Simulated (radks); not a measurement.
All-electron atom: Nb20+ in [Ar] 3d1 4s2 (not the ground configuration).

Method: Dirac Kohn-Sham, BLYP, spin-unpolarised, spherical densities, finite nucleus; open shells are shared between the two j in proportion to 2j + 1; Fermi nuclear charge, rms radius 4.324 fm; computed with a radial shooting solver on a logarithmic mesh with Libxc functionals.

Energy parts (Ry):
part                        energy
total                  -7143.70086
kinetic                 7417.22703
electron-nucleus      -16031.62927
Hartree                 1655.03581
exchange-correlation    -184.33443

Orbitals (lengths in bohr, moments of r in powers of bohr; r(max) is where P^2 peaks):
orbital  occ.  eigenvalue (Ry)      <r^4>     <r^2>   r(max)      <r>  small-component weight
1s1/2       2        -1441.776  7.994e-06  0.001758  0.02349  0.03610                2.23e-02
2s1/2       2        -252.8461   0.001435   0.02896   0.1330   0.1567                4.61e-03
2p1/2       2        -237.2968  0.0009540   0.02190   0.1037   0.1337                4.60e-03
2p3/2       4        -230.1944   0.001059   0.02322   0.1074   0.1381                4.46e-03
3s1/2       2        -81.91430    0.05133    0.1859   0.3746   0.4039                1.50e-03
3p1/2       2        -76.31000    0.04837    0.1768   0.3584   0.3912                1.46e-03
3p3/2       4        -74.81989    0.05192    0.1835   0.3658   0.3987                1.42e-03
3d3/2     0.4        -65.89382    0.03822    0.1490   0.2964   0.3575                1.33e-03
3d5/2     0.6        -65.57534    0.03902    0.1507   0.2984   0.3597                1.32e-03
4s1/2       2        -38.45248     0.7629    0.7430   0.8006   0.8136                6.37e-04

The highest occupied level is 4s1/2 at -523.17 eV. The density falls to 0.001 e/bohr^3 at r = 1.68 bohr. The electron density at the nucleus is 8.326e+04 e/bohr^3. Summed over all electrons, <r^2> = 3.294 bohr^2, which gives a Langevin (diamagnetic) susceptibility term of -2.61 x 10^-6 cm^3/mol.
